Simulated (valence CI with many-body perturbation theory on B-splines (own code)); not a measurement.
# Energy levels of Gd LX

Method: configuration interaction combined with many-body perturbation theory (CI+MBPT): three valence electrons over a frozen Dirac-Fock core [He], radial functions for each j: 11 s, 11 p, 10 d, 8 f, 5 g, 2 h, with the one-electron correlation potential Σ1, the two-electron term Σ2, the three-electron term Σ3, Breit, model QED; selected CI, second order for the rest, scaled by the run's own slope (own B-spline code, finite nucleus).

No measured spectrum was set against this ion. As an estimate, large intervals hold to a few tenths of a per cent, small ones and those within an open d or f shell to about a per cent.

Levels 1 to 45 of 165, with energies above the lowest level, (2s^2 2p1/2) J=1/2. "Leading %" is the weight of the configuration and term that name the level; weights of strongly mixed levels are sums over their largest components and can fall short. In the jj column 3d3/2^4 stands for four electrons in 3d with j = 3/2. Lifetimes count E1, E2, E3, M1 and M2 decay at the calculated energies, and are blank where another channel may lead or the interval is too uncertain; long ones can be off by a factor of two.

| No. | Configuration | Term | J | E (eV) | Leading % | Lifetime | Second component | Leading jj |
| --- | --- | --- | --- | --- | --- | --- | --- | --- |
| 1 | 2s²2p | ²P° | 1/2 | 0.0 | 100 |  |  | 2s^2 2p1/2 (100 %) |
| 2 | 2s2p² | ⁴P | 1/2 | 212.9 | 52 | 61.6 ps | 30 % 2s2p² ²S | 2s 2p1/2^2 (99 %) |
| 3 | 2s²2p | ²P° | 3/2 | 759.7 | 99 | 126 ps |  | 2s^2 2p3/2 (99 %) |
| 4 | 2s2p² | ⁴P | 3/2 | 908.5 | 91 | 43.3 ps | 6 % 2s2p² ²D | 2s 2p1/2 2p3/2 (100 %) |
| 5 | 2s2p² | ²D | 5/2 | 945.4 | 61 | 162 ps | 39 % 2s2p² ⁴P | 2s 2p1/2 2p3/2 (100 %) |
| 6 | 2s2p² | ²P | 1/2 | 1005.3 | 69 | 296 fs | 30 % 2s2p² ⁴P | 2s 2p1/2 2p3/2 (99 %) |
| 7 | 2s2p² | ²D | 3/2 | 1007.0 | 63 | 340 fs | 36 % 2s2p² ²P | 2s 2p1/2 2p3/2 (100 %) |
| 8 | 2p³ | ²P° | 3/2 | 1230.4 | 48 | 439 fs | 27 % 2p³ ²D° | 2p1/2^2 2p3/2 (99 %) |
| 9 | 2s2p² | ⁴P | 5/2 | 1686.2 | 61 | 1.53 ps | 39 % 2s2p² ²D | 2s 2p3/2^2 (100 %) |
| 10 | 2s2p² | ²S | 1/2 | 1777.0 | 69 | 368 fs | 18 % 2s2p² ⁴P | 2s 2p3/2^2 (100 %) |
| 11 | 2s2p² | ²P | 3/2 | 1777.8 | 61 | 205 fs | 31 % 2s2p² ²D | 2s 2p3/2^2 (100 %) |
| 12 | 2p³ | ⁴S° | 3/2 | 1949.9 | 55 | 218 fs | 45 % 2p³ ²D° | 2p1/2 2p3/2^2 (100 %) |
| 13 | 2p³ | ²D° | 5/2 | 1971.6 | 100 | 237 fs |  | 2p1/2 2p3/2^2 (100 %) |
| 14 | 2p³ | ²P° | 1/2 | 2019.0 | 100 | 196 fs |  | 2p1/2 2p3/2^2 (100 %) |
| 15 | 2p³ | ²P° | 3/2 | 2747.3 | 52 | 146 fs | 28 % 2p³ ²D° | 2p3/2^3 (100 %) |
| 16 | 2s²3s | ²S | 1/2 | 7602.9 | 98 | 6.80 fs |  | 2s^2 3s (98 %) |
| 17 | 2s²3p | ²P° | 1/2 | 7674.8 | 96 | 175 fs |  | 2s^2 3p1/2 (96 %) |
| 18 | 2s2p3s | ⁴P° | 1/2 | 7745.4 | 85 | 7.61 fs | 13 % 2s2p3s ²P° | 2s 2p1/2 3s (98 %) |
| 19 | 2s2p3s | ⁴P° | 3/2 | 7768.6 | 60 | 6.79 fs | 39 % 2s2p3s ²P° | 2s 2p1/2 3s (98 %) |
| 20 | 2s2p3s | ²P° | 1/2 | 7794.1 | 94 | 9.21 fs | 5 % 2s2p3s ⁴P° | 2s 2p1/2 3s (99 %) |
| 21 | 2s2p3p | ⁴D | 1/2 | 7806.0 | 72 | 9.52 fs | 20 % 2s2p3p ²P | 2s 2p1/2 3p1/2 (100 %) |
| 22 | 2s2p3p | ⁴D | 3/2 | 7830.6 | 41 | 3.48 fs | 32 % 2s2p3p ²D | 2s 2p1/2 3p1/2 (99 %) |
| 23 | 2s2p3p | ⁴P | 1/2 | 7866.7 | 47 | 7.41 fs | 30 % 2s2p3p ²S | 2s 2p1/2 3p1/2 (99 %) |
| 24 | 2s²3p | ²P° | 3/2 | 7900.2 | 97 | 99.5 fs |  | 2s^2 3p3/2 (97 %) |
| 25 | 2s²3d | ²D | 3/2 | 7950.7 | 97 | 1.08 fs |  | 2s^2 3d3/2 (97 %) |
| 26 | 2p²3s | ⁴P | 1/2 | 8000.1 | 40 | 7.08 fs | 26 % 2p²3s ²S | 2p1/2^2 3s (87 %) |
| 27 | 2s²3d | ²D | 5/2 | 8011.9 | 96 | 1.15 fs |  | 2s^2 3d5/2 (96 %) |
| 28 | 2s2p3p | ⁴P | 3/2 | 8040.6 | 31 | 9.54 fs | 27 % 2s2p3p ⁴D | 2s 2p1/2 3p3/2 (100 %) |
| 29 | 2p²3p | ²P° | 1/2 | 8060.3 | 42 | 1.42 fs | 36 % 2p²3p ⁴D° | 2p1/2^2 3p1/2 (92 %) |
| 30 | 2s2p3p | ⁴D | 5/2 | 8068.7 | 44 | 40.3 fs | 37 % 2s2p3p ²D | 2s 2p1/2 3p3/2 (97 %) |
| 31 | 2s2p3p | ²D | 3/2 | 8071.4 | 44 | 4.24 fs | 22 % 2s2p3p ²P | 2s 2p1/2 3p3/2 (99 %) |
| 32 | 2s2p3d | ⁴F° | 3/2 | 8080.1 | 71 | 4.26 fs | 13 % 2s2p3d ²D° | 2s 2p1/2 3d3/2 (100 %) |
| 33 | 2s2p3p | ²P | 1/2 | 8080.6 | 38 | 3.03 fs | 16 % 2s2p3p ²S | 2s 2p1/2 3p3/2 (88 %) |
| 34 | 2s2p3d | ⁴F° | 5/2 | 8106.7 | 46 | 5.81 fs | 28 % 2s2p3d ²F° | 2s 2p1/2 3d3/2 (97 %) |
| 35 | 2s2p3d | ²P° | 3/2 | 8123.3 | 29 | 877 as | 26 % 2s2p3d ⁴D° | 2s 2p1/2 3d3/2 (97 %) |
| 36 | 2s2p3d | ⁴D° | 1/2 | 8129.5 | 52 | 1.12 fs | 36 % 2s2p3d ²P° | 2s 2p1/2 3d3/2 (93 %) |
| 37 | 2s2p3d | ⁴P° | 5/2 | 8152.7 | 35 | 1.14 fs | 29 % 2s2p3d ⁴D° | 2s 2p1/2 3d5/2 (99 %) |
| 38 | 2s2p3d | ⁴F° | 7/2 | 8177.6 | 38 | 1.18 fs | 38 % 2s2p3d ²F° | 2s 2p1/2 3d5/2 (100 %) |
| 39 | 2s2p3d | ²F° | 5/2 | 8188.6 | 50 | 1.19 fs | 22 % 2s2p3d ²D° | 2s 2p1/2 3d5/2 (98 %) |
| 40 | 2s2p3d | ²P° | 3/2 | 8189.1 | 39 | 1.19 fs | 34 % 2s2p3d ²D° | 2s 2p1/2 3d5/2 (96 %) |
| 41 | 2p²3p | ²P° | 3/2 | 8300.8 | 33 | 4.05 fs | 20 % 2p²3p ⁴D° | 2p1/2^2 3p3/2 (96 %) |
| 42 | 2p²3d | ²D | 3/2 | 8338.1 | 41 | 6.21 fs | 33 % 2p²3d ⁴F | 2p1/2^2 3d3/2 (98 %) |
| 43 | 2p²3d | ²D | 5/2 | 8411.3 | 35 | 1.22 fs | 18 % 2p²3d ⁴D | 2p1/2^2 3d5/2 (98 %) |
| 44 | 2s2p3s | ⁴P° | 5/2 | 8506.8 | 100 | 9.84 fs |  | 2s 2p3/2 3s (100 %) |
| 45 | 2s2p3s | ²P° | 3/2 | 8529.4 | 77 | 5.99 fs | 23 % 2s2p3s ⁴P° | 2s 2p3/2 3s (99 %) |

The ionisation energy to 2s² ¹S0 of the next ion comes out as 13515 eV (NIST: 13521 ± 7 eV (theoretical)). All 165 levels together are meant to be complete up to 11010.3 eV.
